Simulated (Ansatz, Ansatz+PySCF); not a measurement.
```xyz
5

C     0.0358   -0.0369   -0.6229
O     0.0202   -0.0440    0.6215
H    -0.0345    0.7887    0.9175
H     0.0387   -0.9525   -1.0351
H    -0.3804    0.7370   -1.1167
```

Basis set: def2-SVP (spherical functions). Frozen core: 2 orbitals. Correlation on ROHF uses semicanonical orbitals with singles. Charge 0, multiplicity 2.

Computed with Ansatz (development build ahead of 0.2.0); each method stands on the lowest determinant of its kind that the runs found.

(1) Give the atomization energy at this shape (free ground-state atoms in the same class of orbitals less the molecule, no zero-point energy) of doublet CH3O by UHF-CCSD(T), ROHF-MP2, UHF-MP2, UHF, ROHF.

Results:

(1)

```csv
method,atomization energy
UHF-CCSD(T),15.80 eV
ROHF-MP2,16.03 eV
UHF-MP2,16.01 eV
UHF,11.92 eV
ROHF,12.06 eV
```

Caution: the shape is not the minimum.
